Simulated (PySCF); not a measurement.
Species: C6H12Si (charge +1 and doublet state).
Structure used (GFN2-xTB), in Å, numbered top down from 1:
```xyz
19
C6H12Si angstrom
C      3.5761    0.9297   -0.1936
C      2.2082    0.5461   -0.1504
C      1.0337    0.2243   -0.1024
Si    -0.7320   -0.2832   -0.0655
C     -1.8239    1.3313   -0.1802
C     -1.1868   -0.7721    1.7703
C     -1.1947   -1.6092   -1.3303
H      3.7097    1.9187    0.2457
H      3.9354    0.9300   -1.2240
H      4.1769    0.2134    0.3730
H     -1.6586    1.7430   -1.1689
H     -2.8688    1.0736   -0.0543
H     -1.5277    2.0517    0.5726
H     -0.9344    0.0290    2.4541
H     -0.6065   -1.6564    2.0061
H     -2.2452   -0.9947    1.8341
H     -2.2486   -1.8731   -1.2636
H     -0.6184   -2.5199   -1.1832
H     -1.0044   -1.2731   -2.3471
```

The hyperfine couplings belong to this conformer and change with its torsions.

Identity: `C[Si]([C]=[C+]C)(C)C` [radical] (charge +1).

Method: PySCF 2.14.0, UKS B3LYP, pcH-1 on C H Si, non-relativistic, mean-field spin-orbit, GIAO. Isolated species at its GFN2-xTB geometry, gas phase. A GFN2-xTB geometry isn't a minimum of the functional, and hyperfine couplings can be far from their values at a DFT geometry, by a factor of two or more for some ions and for spin on atoms past the first row. Stability of the SCF solution: not tested.

Problem. Where do the isotropic ENDOR lines of H8/H9/H10 and H11 (×9) fall at 345.5 mT, to first order?

Solution. For S = 1/2 in fast tumbling each set of equivalent nuclei gives two lines, ν± = |νn ± a/2| to first order, with νn = g_N μN B/h and μN/h = 7.62259 MHz/T.

```
   nuclei  isotope     g_N  νn (MHz)  a_iso (MHz)  lower line (MHz)  upper line (MHz)
H8/H9/H10       1H  5.5857     14.71        44.11              7.35             36.77
 H11 (×9)       1H  5.5857     14.71         7.53             10.95             18.48
```

Problem. Which pairs are centred on the nuclear Larmor frequency, and which on half the coupling?

Solution. Centred on νn, since |a| < 2νn: H11 (×9). Centred on |a|/2 and split by 2νn: H8/H9/H10.

Problem. At what field would the lower line of H8/H9/H10 fall to zero frequency?

Solution. Where νn = |a|/2, that is B = 22.06 MHz/(5.5857 × 7.62259 MHz/T) = 518 mT, as far as first order holds there.

Nuclei that the bonding pattern makes equivalent are averaged, as if the motion that swaps them (rotation, inversion, ring flip) were fast. The three 1H nuclei of mean +44.1 MHz run from 12.1 to 88.1 MHz in the frozen geometry. The nine 1H nuclei of mean +7.5 MHz run from -11.5 to 36.4 MHz in the frozen geometry.

The Mulliken spin populations are largest on C2 (+0.26), C6 (+0.24), C5 (+0.24) and C3 (+0.19). Four atoms exceed +0.15.

On Arm Neoverse V1, one thread, shared host with 32 logical CPUs at a one-minute load of 19, this took 1.8 min wall (with the writing of density and orbital grids) and 0.98 GiB of memory at its peak.
